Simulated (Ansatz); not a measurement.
Two structures of Si₄H₁₁F, closed shell, reached by relaxing down either side of one saddle point (PBE0-D4/def2-TZVP). Energies are electronic, without zero-point energy. Program: Ansatz 0.2.0. Basis: def2-TZVPP and def2-QZVPP. Cores are frozen in the correlated methods. Extrapolation: Hartree–Fock as exp(−7.88 √X), correlation as X^−2.97. First:

```xyz
16
angstrom
Si -0.4283 0.5346 0.5586
Si 1.4089 -0.6051 1.4553
Si -0.1882 0.9156 -1.7328
Si -2.3807 -0.7135 0.8759
H -0.5812 1.8582 1.2312
H 2.5007 0.5954 -1.8616
F 3.0604 -0.0761 -1.5531
H 2.6298 0.2375 1.4124
H 1.1007 -0.9390 2.8731
H 1.6277 -1.8653 0.7016
H -1.2795 1.7672 -2.2741
H 1.0926 1.6402 -2.0268
H -0.1503 -0.3671 -2.4821
H -2.2244 -2.0401 0.2216
H -2.6355 -0.9206 2.3262
H -3.5528 -0.0219 0.2748
```

Second:

```
16
angstrom
Si -0.2959 0.9892 -0.3766
Si 2.3204 -1.2388 1.8027
Si -1.0898 1.4891 -2.5186
Si -1.6077 -0.6918 0.5856
H -0.3465 2.2084 0.4784
H 1.1241 0.5467 -0.4683
F 3.4735 -0.6915 0.8382
H 2.9540 -2.0752 2.8494
H 1.6251 -0.0802 2.4105
H 1.3779 -2.0470 0.9928
H -2.5018 1.9502 -2.4354
H -0.2739 2.5552 -3.1587
H -1.0386 0.2697 -3.3692
H -1.4860 -1.9460 -0.2048
H -1.2011 -0.9716 1.9895
H -3.0337 -0.2664 0.5843
```

Q: Which bonds change from the first to the second?

A: Si₄H₁₀ ([SiH3][SiH]([SiH3])[SiH3]) + HF → Si₃H₈ ([SiH3][SiH2][SiH3]) + SiH₃F ([F][SiH3]); bonds formed: Si1–H6, Si2–F7; bonds broken: Si1–Si2, H6–F7.

Q: Give the saddle point's structure and its height above each. (Judge from chemistry; the value comes from the calculation.)

A: Computed: 1.736 eV above the first and 2.880 eV above the second (CCSD(T) at an estimated basis limit (MP2 extrapolated from triple and quadruple zeta, plus CCSD(T) − MP2 in triple zeta)).
```
atom    x (Å)    y (Å)    z (Å)
 Si1  -0.1666   0.6358   0.1265
 Si2   1.7465  -0.6830   1.2984
 Si3  -0.4341   1.3184  -2.1059
 Si4  -1.9187  -0.8121   0.6665
  H5  -0.1237   1.8347   1.0056
  H6   1.3977  -0.0783  -0.3846
  F7   2.4161  -0.6942  -0.5280
  H8   3.0578  -0.1372   1.7135
  H9   0.8411  -0.2484   2.4179
 H10   1.5748  -2.1509   1.2593
 H11  -1.7990   1.8795  -2.3038
 H12   0.5725   2.3554  -2.4545
 H13  -0.2582   0.1454  -3.0006
 H14  -1.9501  -1.9093  -0.3372
 H15  -1.7519  -1.3885   2.0255
 H16  -3.2045  -0.0674   0.6015
```

The search had been set up for a four-centre ligand exchange (forming Si1–F7, Si2–H6, breaking Si1–Si2, H6–F7); from that guess it ended on this step instead.

T1 diagnostic: at most 0.015.

Labels in which every atom is bracketed show which atoms are joined, not bond orders.

For scale, one of the runs: CCSD(T)/def2-TZVPP, 353 basis functions, launched by `ansatz run in.yaml --threads 4 --pin off --events-out ev --progress --plain --max-ram 63488MiB --backend cuda --devices 0, --max-vram 37GiB`. The run took 6 s on 4 CPU threads of an AMD EPYC 7R13 and a share of one NVIDIA H100 (shared host), with 0.84 GiB of host memory at its peak.
